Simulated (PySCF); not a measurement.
C5H7FO, SMILES C[C@H]1CO/C1=C\F.

Geometry: B3LYP-D3(BJ)/def2-SVP. The structure was generated by enumeration; whether it is a known compound was not checked.

Vertical ionisation energy (IE) and electron affinity (EA) in eV. Rows of orbital energies are one-electron estimates. Where ΔSCF, EOM or ADC give a negative EA the extra electron is unbound and the value depends on the basis.

```csv
level,IE,EA
"−ε(HOMO), −ε(LUMO), ωB97X/def2-TZVP (PySCF)",8.62,-2.77
"−ε(HOMO), −ε(LUMO), PBE/def2-TZVP (PySCF)",5.03,0.22
```
